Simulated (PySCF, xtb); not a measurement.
Si(H)2(vinyl)(OH) (C2H6OSi), SMILES C=C[SiH2]O.

xtb with GFN2-xTB at its own geometry gives an orbital gap of 4.47 eV and a dipole moment of 1.43 D.

The structure is a stationary point at ωB97X-D3(BJ)/def2-SVP. One conformer was computed; it need not be the lowest.

Task: What does PBE0/def2-TZVP (PySCF) give? (An estimate is asked for; the answer gives what the named calculation found.)

Result: gap 7.44 eV (levels -7.95 and -0.51 eV), dipole 1.61 D.
